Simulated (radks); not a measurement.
Values are calculated unless marked as measured or tabulated.
Problem. Level of theory: non-relativistic Kohn-Sham, LDA (Slater exchange, Perdew-Wang correlation), spin-polarised, spherical densities, point nucleus; open shells are filled with parallel spins first (spin-orbit coupling, left out, can overturn this in heavy ions) (a radial shooting solver on a logarithmic mesh with Libxc functionals). Response by self-consistent Sternheimer equations with the Hartree and adiabatic LDA kernel. For heavy and open-shell atoms this level of theory can miss by tens of per cent. Estimate the static dipole polarisabilities of S2+ ([Ne] 3s2 3p2) and O3+ ([He] 2s2 2p1) and the C6 coefficients of the three pairs.

Solution. alpha = 7.279 and 1.343 bohr^3; C6 = 26.24 (S2+-S2+), 5.591 (S2+-O3+), 1.243 (O3+-O3+) hartree bohr^6.
